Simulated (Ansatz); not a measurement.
WS2ClBr, SMILES [S]=[W](=[S])([Cl])[Br], multiplicity 1.

The structure is a stationary point at PBE0-D3(BJ)/def2-SVP. The multiplicity is an assumed one; no other spin state was optimised. The structure was generated by enumeration; whether it is a known compound was not checked. The def2 effective core potentials stand for the cores of W; spin–orbit coupling is left out.

Two levels are set side by side: PBE/def2-SVPD (Ansatz, an electronic-structure program) and PBE0/def2-SVPD (Ansatz). Energy differences of separate SCF runs at the same geometry; the states with an electron removed or added have multiplicity 2 and 2. Differences are taken from unrounded values.

```tsv
quantity	PBE0
vertical ionisation energy (eV)	9.48
vertical electron affinity (eV)	2.29
vertical singlet–triplet gap (eV)	2.12
```

Question: What does PBE give, and how far is it from PBE0? (The exact figures need the calculation; the answer reports its results.)

Answer: 
```
quantity                            PBE  PBE minus PBE0
---------------------------------  ----  --------------
vertical ionisation energy (eV)    9.28           -0.20
vertical electron affinity (eV)    1.92           -0.37
vertical singlet–triplet gap (eV)  2.30            0.18
```
